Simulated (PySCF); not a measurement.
**Ionisation energy of In³⁵⁺ by level of theory**

In³⁵⁺ [Ne] 3s2 3p2 (3P) → In³⁶⁺ [Ne] 3s2 3p1 (2P), as a difference of total energies. Computed with PySCF 2.14 in an even-tempered Gaussian basis (18 s from 5.6 bohr⁻², ratio 2.5; 12 p from 7.3 bohr⁻², ratio 2.5; 5 d from 30 bohr⁻², ratio 2.7; 4 f from 45 bohr⁻², ratio 2.7), with the spin-free X2C one-electron Hamiltonian (Gaussian nucleus). Correlated levels: outer shells: 1s2 frozen; virtual orbitals above 40 to 60 times the deepest correlated orbital energy dropped. The calculations carry no spin-orbit coupling.

```csv
method,ionisation energy (eV)
UHF,2286.7
LDA,2288.0
PBE,2288.5
PBE0,2288.4
r2SCAN,2288.8
revPBE,2288.5
B3LYP,2288.9
MP2 (outer shells),2287.3
SCS-MP2 (outer shells),2287.1
```

Spin-orbit coupling is strong in these open shells (close to jj coupling). The scalar numbers leave it out and a first-order estimate fails, so it can dominate the gap to the real levels.

Breit and QED terms and the two-electron picture change are absent.

For comparison: 2317 ± 5 eV (semi-empirical (NIST evaluation); NIST Atomic Spectra Database, ionization energies).
